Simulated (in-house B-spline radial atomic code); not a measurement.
# Response and correlation of K⁻

Closed shell [Ar] 4s2. Computed with an all-electron radial atomic-structure program (B-spline basis): Dirac-Hartree-Fock, relativistic RPA (time-dependent Dirac-Hartree-Fock) for the response and second-order many-body perturbation theory for correlation, no-pair Dirac-Coulomb Hamiltonian, finite nucleus, speed of light scaled by 100 (non-relativistic limit).

Command:
```bash
python run_mb.py task.json out
```
Settings (nuclear radius in fm, box in bohr, cutoff in hartree):
```
basis_form          2
Z                   19
core_configuration  [Ar] 4s2
rms_radius          3.4349
mass_number         39
speed_of_light      13703.59991
box_radius          67.716
lmax                7
intervals           70
virtual_cutoff      9025.0
```

Run time, properties included: 4.3 s on 1 thread of Arm Neoverse V1, on a shared host.

| multipole (bohr³, bohr⁵, bohr⁷) | uncoupled | coupled RPA |
| --- | --- | --- |
| dipole | 1061.8 | ? |
| quadrupole | 126810 | 382650 |
| octupole | 4.03e+07 | 1.0862e+08 |

What is the coupled dipole polarisability?

2583.1 atomic units, +143 % against the uncoupled value.

Which subshells carry the dipole polarisability?

4s1/2 100.4 %, 3p3/2 -0.2 %, 3p1/2 -0.1 %.

What does the dipole shielding factor come to?

The dipole shielding factor is 1.053, against the exact N/Z = 20/19 = 1.053 of the non-relativistic theorem.

Dipole polarisability at imaginary frequency:

| u (Eh) | α(iu) (bohr³) |
| --- | --- |
| 0 | 2583 |
| 0.00707 | 2297 |
| 0.0177 | 1556 |
| 0.0354 | 817.2 |
| 0.053 | 484.6 |
| 0.0707 | 315.1 |
| 0.106 | 162.1 |
| 0.141 | 98.89 |
| 0.177 | 66.39 |
| 0.247 | 37.35 |
| 0.354 | 20.76 |
| 0.53 | 11.41 |
| 0.707 | 7.688 |
| 1.06 | 4.434 |
| 1.77 | 2.079 |
| 3.54 | 0.659 |

What dispersion coefficients follow for two such ions (the dispersion part alone)?

C6 = (3/π)∫α(iu)²du = 114300 hartree·bohr⁶ and C8 = 8.341e+07 hartree·bohr⁸.

Lowest J = 1 odd-parity excitations:

```tsv
energy (eV)	oscillator strength	leading channel	weight
4.1225e-06	4.71e-23	4s1/2 → p1/2	0.63
```

For an outer ns² shell RPA puts the lowest triplet far too low, and second order misses the ns²-np² near-degeneracy.

Second-order correlation energy by the highest angular momentum of the excited pair (hartree): s -0.02231, p -0.1897, d -0.3674, f -0.1015, g -0.0405, h -0.01554, i -0.00723, k -0.003787.

What is the second-order correlation energy at the partial-wave limit?

The listed waves sum to -0.74802 hartree; extrapolating the increments as (l + 1/2)⁻⁴ gives -0.75576 hartree, -1.03 eV per electron.
